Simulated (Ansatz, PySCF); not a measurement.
Gas-phase reaction in SMILES: F[SiH2] -> F[SiH2-] (an electron is taken up)
Each molecule is optimised on its own at B3LYP-D3(BJ)/def2-TZVP (Ansatz, a quantum-chemistry and plane-wave program). Frequencies are from Ansatz or PySCF.

Wanted: adiabatic electron affinity (0 K, with B3LYP-D3(BJ) harmonic zero-point energies), positive where the reaction releases energy, in eV. Valence correlation only, unless marked. UHF or UKS for open shells. No spin-orbit coupling. No relativistic terms. Anions need diffuse functions: aug- sets have them; def2-D sets add few; the other sets have none. Basis-set limits of correlation are two-point, X^-3; Hartree-Fock from the larger set.

CCSD(T)/CBS(aug-cc-pV(T+d)Z,aug-cc-pV(Q+d)Z) (Ansatz) gives 1.46 eV.

### Question
Another calculation gave 1.42 eV. Which level was it?
(A) r2SCAN0/def2-TZVPD (Ansatz)
(B) PBE/def2-TZVPD (Ansatz)
(C) SVWN5/def2-TZVPD (Ansatz)

### Answer
B, PBE/def2-TZVPD (Ansatz). The others give 1.22 (r2SCAN0), 1.58 (SVWN5) eV.
